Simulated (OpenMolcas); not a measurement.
Computed transition rates of Cl³⁺

```json
{"Program": "OpenMolcas 26.06", "Method": "MS-RASPT2, IPEA 0.25 Eh, imaginary shift 0.1 Eh (closed shells correlated: 2s 2p)", "Basis": "ANO-RCC [8s7p5d4f2g]", "Scalar Hamiltonian": "DKH2, point nucleus", "Active space": "4 electrons in 9 orbitals (RAS2 3s 3p; RAS3 3d, at most 2 electrons)", "State averaging": "2S+1 = 3 even, 6 roots; 2S+1 = 1 even, 12 roots; 2S+1 = 5 odd, 1 root; 2S+1 = 3 odd, 8 roots; 2S+1 = 1 odd, 8 roots", "Spin-orbit coupling": "state interaction with AMFI integrals over the reference wave functions, term energies averaged over their components"}
```

Rates come from the transition moments of the reference wave functions (E1 and E2 in the length form). At fixed line strength A goes as λ^-3 for E1 and M1 and as λ^-5 for E2, so a rate at the computed wavelength can be rescaled to the measured one. Measured vacuum wavelengths follow from level energies in Moore, Atomic Energy Levels, vol. I, NSRDS-NBS 35 (1971 reprint of NBS Circular 467, 1949). Branching counts decays inside the model space alone, at computed energies, and the table is only a selection of the E2 and M1 lines, drawn from those between levels with measured partners whose computed energy lies within a factor of 1.5 of the measured one.

```
      Upper        Lower  Type  λ computed (nm)  λ measured (nm)  A computed (s-1)  A rescaled (s-1)  Branching %
3s² 3p² ³P₁  3s² 3p² ³P₀    M1            22800            20370          1.52e-03          2.13e-03        100.0
3s² 3p² ³P₂  3s² 3p² ³P₁    M1            12940            11760          6.23e-03          8.30e-03        100.0
3s² 3p² ¹D₂  3s² 3p² ³P₂    M1            799.9            804.8          1.61e-01                           71.2
3s² 3p² ¹D₂  3s² 3p² ³P₁    M1            753.3            753.3          6.44e-02                           28.5
3s² 3p² ¹S₀  3s² 3p² ¹D₂    E2            530.7            532.4          2.82e+00          2.78e+00         56.1
3s² 3p² ¹S₀  3s² 3p² ³P₂    E2              319            320.4          2.83e-02                            0.6
3s² 3p² ¹S₀  3s² 3p² ³P₁    M1            311.3            311.9          2.18e+00                           43.3
```

Spin-changing lines and M1 lines between different terms are not rescaled, since their strength hangs on the term gaps too.

The largest correction is for 3s² 3p² ³P₁ → 3s² 3p² ³P₀ (M1): 1.52e-03 × (22800 / 20370)^3 = 2.13e-03 s-1, a factor of 1.40.

No measured rate stands beside these. Rescaling mends the energy factor alone: line strengths can still be far off where a level mixes with configurations outside the active space, and weak or spin-changing lines hang on small mixing coefficients that depend on the term gaps too, so rescaling need not improve them.

Term energies are means over components that CASPT2 splits; among the terms shown or strongly mixed into the levels shown the widest spread is 22 cm-1 (3s² 3p² ¹D). The run also gave levels led by 3s 3p² 3d, which use shells meant for correlation; these and all levels above them are left out. Computed and measured levels are paired by configuration, term and J; levels that our copy of the source lacks, or whose pairing is in doubt (as where it misses far off the trend of its configuration), stay unpaired. Levels of configurations outside the active space are missing.
